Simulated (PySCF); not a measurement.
Structure from 2D NMR

Compound of formula C$_{3}$H$_{13}$NSi$_{2}$. Correlations simulated from computed shifts and the bond graph:

HSQC (one-bond C–H):
```csv
δH,δC
2.98,59.8
1.56,28.8
0.94,12.9
```

COSY cross peaks (H two or three bonds apart, from the bond graph; peaks can be absent where the dihedral angle is near 90°):
```csv
δH,δH
2.98,1.56
1.56,0.94
```

HMBC (two and three bonds, from the bond graph):
```csv
δH,δC
4.75,59.8
2.98,"28.8, 12.9"
1.56,"59.8, 12.9"
0.94,"59.8, 28.8"
```

Level of theory: coordinates at the GFN2-xTB level, σ from GIAO-PBE0/pcSseg-1, in PySCF (no relativistic terms, one conformer, isolated molecule, fast rotation and ring inversion assumed for equivalent nuclei).

Chemical shifts δ = σref − σ; 1H (σ = 31.72 ppm), 13C (σ = 186.93 ppm) vs TMS, all at this level.

Exchangeable hydrogens are left out of these lists.

Question: Which molecule is this?

Answer: `[SiH3]N(CCC)[SiH3]`.

Mapped SMILES: `[CH3:1][CH2:2][CH2:3][N:4]([SiH3:5])[SiH3:6]`. Each H is labelled by its parent atom.

- δC 59.8 is C3, an sp3 CH2 bonded to N (δH 2.98).
- δC 28.8 is C2, an sp3 CH2 (δH 1.56).
- δC 12.9 is C1, a methyl carbon (δH 0.94).
- COSY links 2.98–1.56, 1.56–0.94.

This is the structure that produced the data.

Shifts are as computed. Against solution values, carbons near 30 ppm lie about +3 ppm off and those near 130 ppm about +5 ppm. Of 1211 compounds with measured shifts, 218 miss one by over three times the rms of a fit or turn the order of signals round; such compounds aren't used in these exercises.
